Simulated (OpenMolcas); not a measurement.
**5d6 along the 74-electron sequence**

* Program: OpenMolcas
* Method: CASSCF
* Basis: ANO-RCC-VTZP
* Scalar Hamiltonian: DKH2, point nucleus
* Spin-orbit coupling: RASSI with atomic mean-field integrals over the reference wave functions, term energies averaged over their components

Active space for each ion: 6 electrons in 5 orbitals (5d).

Computed levels in cm-1 above 5D4:

```
                               Level   Ir3+   Pt4+   Au5+
                                 5D3   5895   7522   9676
                                 5D1   9148  11263  13905
                                 5D0   9631  11658  14001
                                 3H6  21111  23701  26516
                                 3H5  21258  23772  26492
                              3F2(1)  26364  29583  33071
                              1S0(1)  30778  34814  39322
                                 3G5  31809  36724  42420
                                 3G4  32542  36991  41889
weight of 5D in the lowest level (%)     87     83     79
```

Mixed levels, with the weight of the term that names them: Ir3+ 3H5 (56 %), Ir3+ 1S0(1) (55 %), Ir3+ 3G5 (56 %), Ir3+ 3G4 (66 %), Pt4+ 3H5 (54 %), Pt4+ 3F2(1) (73 %), Pt4+ 1S0(1) (58 %), Pt4+ 3G5 (54 %), Pt4+ 3G4 (63 %), Au5+ 5D0 (73 %), Au5+ 3H5 (51 %), Au5+ 3F2(1) (66 %), Au5+ 1S0(1) (59 %), Au5+ 3G5 (51 %), Au5+ 3G4 (58 %).

The fine-structure level 5D0 changes by a factor of 1.45 from Ir3+ to Au5+. Its fourth root runs 9.91, 10.39, 10.88, with steps per unit of Z of 0.48, 0.49; equal steps would mean a (Z - σ)^4 law with constant σ.

3H6 changes by a factor of 1.26 over the same range, with steps per unit of Z of +2590, +2820 cm-1.

Without dynamic correlation excited terms often stand tens of per cent too high (terms of higher spin than the ground term too low), and those without a measured partner can miss by more than the paired ones. Levels of configurations outside the active space are missing.

A number in round brackets counts repeated terms of one configuration in the order of the reference energies.
